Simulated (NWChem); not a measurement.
Species: Se anion, doublet

Program: NWChem. Spin-unrestricted. Medium grid unless said otherwise, to which SCAN and Minnesota functionals are sensitive. The open p shell is one determinant without spherical averaging. No stability test was run on the SCF state. The highest occupied level is positive in some or all of these runs, so the extra electron may be held by the finite basis. B3LYP is NWChem's, with the RPA form of VWN correlation. Total energies of different functionals are on different scales.

| level | energy (Ha) | highest occupied level (eV) | lowest empty minus highest occupied level, either spin (eV) | <S²> |
|---|---|---|---|---|
| B3LYP/def2-SVPD | -2401.3153 | 0.19 | 1.65 | 0.753 |
| PBE/def2-SVPD | -2400.9132 | 0.98 | 0.13 | 0.752 |
| KT2/def2-SVPD | -2410.6167 | 1.02 | 0.09 | 0.754 |
| OLYP/def2-SVPD | -2401.9561 | 1.19 | 0.21 | 0.754 |
| TPSS/def2-SVPD | -2401.2080 | 0.95 | 0.32 | 0.753 |
| M05-2X/def2-SVPD | -2401.2276 | -1.03 | 3.91 | 0.753 |
| RPBE/def2-SVPD | -2401.1419 | 1.00 | 0.21 | 0.753 |
| N12/def2-SVPD | -2402.6216 | 1.29 | 0.06 | 0.753 |
